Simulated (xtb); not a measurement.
B(Cl)(Br)(OH) (BBrClHO), SMILES ClB(O)Br. All values are semi-empirical tight-binding results from xtb (GFN2-xTB unless named), good for trends rather than for accurate numbers. The structure is a stationary point at GFN2-xTB. One conformer was computed; it need not be the lowest.

Problem. Estimate the properties. (The exact figures need the calculation; the answer reports its results.)

Solution. 
```json
{
  "point_group_as_xtb_finds_it": "Cs",
  "orbital_gap": "5.12 eV",
  "zero_point_energy": "12.1 kcal/mol",
  "G − E(el) at 298.15 K (modified RRHO)": "-6.5 kcal/mol",
  "static polarisability (D4 model)": "52.8 bohr³",
  "solvation energy, GFN2-xTB/ALPB(water)": "-6.4 kcal/mol",
  "solvation energy, GFN2-xTB/ALPB(dmf)": "-9.4 kcal/mol"
}
```
